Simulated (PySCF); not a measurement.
CH6N2OSi.
Geometry (PBE0-D3(BJ)/def2-SVP, Å), atoms numbered from 1 in this order:
```xyz
11
CH6N2OSi angstrom
N     -1.6409   -1.0270   -0.2311
Si    -1.0122    0.5673   -0.1364
N      0.6160    0.7248    0.5895
C      1.6493    0.0726   -0.0014
O      1.5117   -0.6322   -0.9792
H     -1.1618   -1.6672   -0.8581
H     -1.9267   -1.5048    0.6168
H     -1.8625    1.3725    0.7855
H     -0.9564    1.1488   -1.5011
H      0.8223    1.2843    1.4096
H      2.6429    0.2298    0.4844
```

The computed photoelectron lines, unassigned: C 1s: 293.87 eV; N 1s: 404.79 (area 1), 405.39 (area 1) eV; O 1s: 537.30 eV; Si 1s: 1847.40 eV; Si 2p3/2: 107.44 eV.

Computed with delta-SCF UKS SCAN, pcX-2 on the ionised atom, pcseg-1 elsewhere, spin-free X2C (PySCF). Isolated species at its PBE0-D3(BJ)/def2-SVP geometry (one conformer only).

(1) Order the nitrogen atoms by N 1s binding energy.

## Answers

(1) 404.79 eV: N1 (silicon-bound nitrogen); 405.39 eV: N3 (amide nitrogen). The listed N 1s values span 0.60 eV, from N1 (bonded to 2 H and Si) to N3 (bonded to C, H and Si).

Bonded neighbours of each site: N1: 2 H and Si; Si2: 2 N and 2 H; N3: C, H and Si; C4: O (double bond), N and H; O5: C (double bond).

What is the longest wavelength that can ionise Si 2p3/2 of Si2 vertically?

λ = hc/E = 12398.42 eV Å / 107.44 eV = 115.399 Å.

The 2p values aren't plain energy differences: one relaxed spin-free 2p hole is combined with a matrix within the shell (ground-state 2p orbital-energy differences and spin–orbit coupling). 2p3/2, the mean of its two sublevels, lies a third of the splitting below the shell's mean and 2p1/2 two thirds above it; the statistical areas are 2:1. 2p1/2 minus 2p3/2 (ligand field included): Si 0.62 eV.

Hardware: one thread, Arm Neoverse V1, on a shared host. Cost: 35 s of wall time.
